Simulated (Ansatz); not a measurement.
The same path of H$_{6}$O$_{2}$Si$_{2}$ (10 atoms, charge 0, multiplicity 1) was run 3 times with different band settings. Lost on the way: Si1–H2, Si1–O3. Made: H2–O3.

Method: Ansatz, RHF/6-31G*.

Relaxed end points:

```xyz
10
Properties=species:S:1:pos:R:3
Si 0.051 -0.462 0.293
H 0.201 -0.562 1.752
O 1.441 0.076 -0.392
H 1.847 0.860 -0.050
O -1.191 0.551 0.012
Si -2.215 1.379 -0.955
H -3.495 1.566 -0.252
H -1.643 2.701 -1.277
H -2.453 0.641 -2.211
H -0.215 -1.770 -0.315
```

```xyz
10
Properties=species:S:1:pos:R:3
Si -0.736 -0.848 0.845
H 1.768 0.467 0.920
O 1.142 0.304 0.224
H 1.615 -0.065 -0.513
O -1.734 0.382 0.349
Si -2.196 1.339 -0.888
H -3.660 1.270 -1.062
H -1.821 2.741 -0.618
H -1.552 0.920 -2.152
H -0.500 -1.529 -0.500
```

Common settings: movable images 5; climbing image yes; spring 5.0 eV/Å²; optimiser quadratic models (default); start path through a guess of the saddle point; iteration limit 60; end points relaxed.

| run | force threshold |
| --- | --- |
| 1 | 0.05 eV/Å |
| 2 | 0.2 eV/Å |
| 3 | 0.5 eV/Å |

Problem. What does each run give, and how far can it be trusted?

Solution. Run 1: not converged after 60 iterations, highest image 4.583 eV above the first end. The band didn't meet its force threshold, so its energies are provisional: the largest band force was still 0.14 eV/Å, and over the last iterations the top stayed at 4.58 eV. Neighbouring images lie up to 2.3 Å apart, so the band is torn or far too coarse.
Run 2: converged after 20 iterations, highest image 4.578 eV above the first end. The threshold of 0.2 eV/Å is loose, so the images may lie well off the minimum-energy path. Neighbouring images differ by up to 4.1 eV, so the band resolves the path poorly. The order of the stationary point at the top wasn't checked.
Run 3: converged after 14 iterations, highest image 4.607 eV above the first end. The threshold of 0.5 eV/Å is loose, so the images may lie well off the minimum-energy path. Neighbouring images differ by up to 4.5 eV, so the band resolves the path poorly. The order of the stationary point at the top wasn't checked.
The orbitals stay closed-shell, which can raise the energy where a bond breaks towards radicals; this wasn't checked here.
